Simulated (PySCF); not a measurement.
Compound: C₉H₈ClN.
Atom-mapped SMILES: `[CH2:1]=[C:2]1[CH:3]=[C:4]([Cl:5])/[C:6]1=[CH:7]/[CH2:8][CH2:9][C:10]#[N:11]` (hydrogens: H12, H13 on C1; H14 on C3; H15 on C7; H16, H17 on C8; H18, H19 on C9)

Level of theory: PBE0-D3(BJ)/def2-SVP geometry optimisation, gas phase (PySCF).

Give the optimised bond lengths and angles.

| bond | length (Å) |
| --- | --- |
| C1=C2 | 1.335 |
| C2–C3 | 1.480 |
| C3=C4 | 1.361 |
| C4–Cl5 | 1.695 |
| C4–C6 | 1.475 |
| C6=C7 | 1.335 |
| C7–C8 | 1.494 |
| C8–C9 | 1.537 |
| C9–C10 | 1.457 |
| C10≡N11 | 1.157 |
| C2–C6 | 1.508 |
| C1–H12 | 1.091 |
| C1–H13 | 1.092 |
| C3–H14 | 1.089 |
| C7–H15 | 1.097 |
| C8–H16, C8–H17 | 1.101 |
| C9–H18, C9–H19 | 1.102 |

Bonds in one row agree within 0.01 Å and their mean is given. A selection of angles:
| angle | degrees |
| --- | --- |
| C1–C2–C3 | 135.2 |
| C1–C2–C6 | 136.6 |
| C3–C2–C6 | 88.2 |
| C2–C3–C4 | 91.4 |
| C3–C4–Cl5 | 134.9 |
| C3–C4–C6 | 94.3 |
| Cl5–C4–C6 | 130.9 |
| C4–C6–C7 | 134.5 |
| C2–C6–C4 | 86.1 |
| C2–C6–C7 | 139.4 |
| C6–C7–C8 | 125.4 |
| C7–C8–C9 | 111.6 |
| C8–C9–C10 | 112.7 |
| C9–C10–N11 | 178.6 |

Dihedral angles: C1–C2–C3–C4 -179° (antiperiplanar); C2–C3–C4–Cl5 180° (antiperiplanar); C3–C4–C6–C7 -179° (antiperiplanar); C4–C6–C7–C8 180° (antiperiplanar); C6–C7–C8–C9 109° (anticlinal); C7–C8–C9–C10 179° (antiperiplanar); C1–C2–C6–C4 179° (antiperiplanar). The mirror-image conformer, all signs reversed, is as good.

The 4-membered ring C2–C3–C4–C6 has internal angles of 86.1° to 94.3° (sum 360°, against 360° for a flat polygon); it is planar, 0.00 Å rms from its mean plane, widest ring torsion 0°. The 9 C–C bonds span 1.335 Å (C6=C7, drawn double) to 1.537 Å (C8–C9, drawn single), a spread of 0.202 Å. Of the pairs four or more bonds apart, H12···H17 is among the closest relative to their van der Waals radii: 2.22 Å, 93 % of the sum of Bondi's values.

Point group: C1 (no symmetry element, even within 0.4 Å). Stationary, but not proved a minimum. The numbers are those of one conformer.
